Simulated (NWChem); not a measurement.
# SiIF$_{3}$; SMILES F[Si](F)(F)I

```xyz
5

F     -1.2030    -0.8797     1.7632
Si     0.0000     0.0000     1.1920
F      1.3634    -0.6020     1.7632
F     -0.1604     1.4817     1.7632
I      0.0000     0.0000    -1.1926
```
Atoms are numbered in this order, from 1.

Coordinates come from a PBE0/def2-SVP optimisation. No frequency run checked for a minimum. B3LYP is NWChem's, with the RPA form of VWN correlation. def2 effective core potentials on I; no spin-orbit coupling.

List the 4 lowest vertical singlet excitations from B3LYP/def2-SVPD with def2 effective core potentials on I, TDA (NWChem).


```json
[
 {"state": "S1", "energy (eV)": "5.86", "oscillator strength": "0.012", "leading excitation (squared amplitude)": "HOMO → LUMO (0.99)"},
 {"state": "S2", "energy (eV)": "5.86", "oscillator strength": "0.012", "leading excitation (squared amplitude)": "HOMO−1 → LUMO (0.99)"},
 {"state": "S3", "energy (eV)": "7.65", "oscillator strength": "0.000", "leading excitation (squared amplitude)": "HOMO → LUMO+2 (0.42)"},
 {"state": "S4", "energy (eV)": "7.69", "oscillator strength": "0.028", "leading excitation (squared amplitude)": "HOMO → LUMO+1 (0.35)"}
]
```
